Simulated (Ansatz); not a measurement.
Geometry optimisation, Ansatz, RKS revPBE-D4/6-31G*.

The input (input.yaml):

```yaml
crystal:
  periodic: [false, false, false]
  atoms:
    - { symbol: Si, position_ang: [-0.749737, -0.973077, 0.183541] }
    - { symbol: Cl, position_ang: [0.884627, 0.428252, 2.866211] }
    - { symbol: H, position_ang: [-1.594347, -1.66271, -0.867569] }
    - { symbol: H, position_ang: [-0.757821, -1.844824, 1.400147] }
    - { symbol: Si, position_ang: [-1.645591, 1.179673, 0.547934] }
    - { symbol: H, position_ang: [1.47685, 0.077839, 1.73973] }
    - { symbol: "N", position_ang: [0.976305, -0.82927, -0.319902] }
    - { symbol: C, position_ang: [1.3055, -0.071955, -1.536732] }
    - { symbol: H, position_ang: [-2.264831, 1.283856, 1.908638] }
    - { symbol: H, position_ang: [-0.58952, 2.235984, 0.404243] }
    - { symbol: H, position_ang: [-2.715752, 1.455109, -0.474042] }
    - { symbol: H, position_ang: [1.468734, -1.728534, -0.296691] }
    - { symbol: H, position_ang: [0.902577, 0.951329, -1.443155] }
    - { symbol: H, position_ang: [2.401655, 0.016296, -1.64309] }
    - { symbol: H, position_ang: [0.901352, -0.518068, -2.469364] }
basis:
  gaussian: { orbitals: "6-31G*" }
hamiltonian:
  xc: revpbe
  dispersion: d4
relax:
  f_tol: 0.03
  max_steps: 50
output:
  orbitals: {}
```

Launched with:

```bash
$ ansatz run input.yaml --threads 2 --pin off --max-ram 3072MiB --backend cpu --events-out ev --progress --plain --runs-dir out
```

Q: Where does it end, and by what steps?

A: The forces met the threshold. After 16 steps the energy has fallen by 0.405 eV; H6 moved furthest, 0.94 Å. Parted: Cl2–H6. Joined: H6–N7.

| step | energy less start (eV) | largest force component (eV/Å) | accepted |
| --- | --- | --- | --- |
| 0 | 0.0000 | 0.567 | yes |
| 1 | -0.0896 | 0.857 | yes |
| 2 | -0.1965 | 0.228 | yes |
| 3 | -0.2716 | 0.264 | yes |
| 4 | -0.3140 | 0.413 | yes |
| 5 | -0.3220 | 1.179 | yes |
| 6 | -0.3526 | 0.433 | yes |
| 7 | -0.3660 | 0.162 | yes |
| 8 | -0.3800 | 0.166 | yes |
| 9 | -0.3923 | 0.280 | yes |
| 10 | -0.3998 | 0.152 | yes |
| 11 | -0.4037 | 0.077 | yes |
| 12 | -0.4045 | 0.040 | yes |
| 13 | -0.4046 | 0.074 | yes |
| 14 | -0.4052 | 0.042 | yes |
| 15 | -0.4054 | 0.037 | yes |
| 16 | -0.4055 | 0.010 | yes |

```xyz
15
Properties=species:S:1:pos:R:3
Si -0.906 -0.926 0.113
Cl 1.179 0.848 2.204
H -1.376 -1.442 -1.219
H -1.103 -1.996 1.140
Si -1.719 1.209 0.673
H 1.228 -0.219 0.883
N 0.948 -0.839 -0.076
C 1.458 -0.093 -1.263
H -1.930 1.364 2.138
H -0.858 2.267 0.060
H -3.064 1.281 -0.015
H 1.386 -1.768 -0.007
H 1.082 0.939 -1.200
H 2.558 -0.066 -1.231
H 1.118 -0.559 -2.201
```

Time of the run: 51 s on 2 threads of Arm Neoverse V2, with other jobs on the host, peak memory 0.17 GiB.
